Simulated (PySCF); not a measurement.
Working out the ionisation energy of Mn

Mn [Ar] 3d5 4s2 (6S) → Mn⁺ [Ar] 3d5 4s1 (7S). Calculation: PySCF 2.14, in cc-pVDZ; the non-relativistic Hamiltonian (point nucleus). Frozen: [Ar]. Energies in hartree (1 hartree = 27.21139 eV):

```json
{"part": "UHF", "Mn (lower)": "-1149.867692", "Mn⁺ (upper)": "-1149.647868"}
{"part": "MP2 opposite-spin", "Mn (lower)": "-0.032116", "Mn⁺ (upper)": "0.000000"}
{"part": "MP2 same-spin", "Mn (lower)": "-0.066601", "Mn⁺ (upper)": "-0.066987"}
```

Question: What does Hartree-Fock give?

Answer: (-1149.647868) − (-1149.867692) = 0.219824 hartree = 5.982 eV.

Question: What do MP2 and SCS-MP2 (6/5 opposite-spin, 1/3 same-spin) give?

Answer: The opposite-spin parts differ by 0.874 eV and the same-spin parts by -0.011 eV. MP2: 5.982 + (0.874) + (-0.011) = 6.845 eV. SCS-MP2: 5.982 + 1.2 × (0.874) + (-0.011)/3 = 7.027 eV.

Measured between the centres of the two terms (NIST): 7.434 eV, so MP2 (valence) is off by -0.589 eV.

The calculation is non-relativistic.

A double-zeta basis recovers only part of the correlation energy.

What remains against the reference includes basis incompleteness, the frozen core and correlation beyond second order.
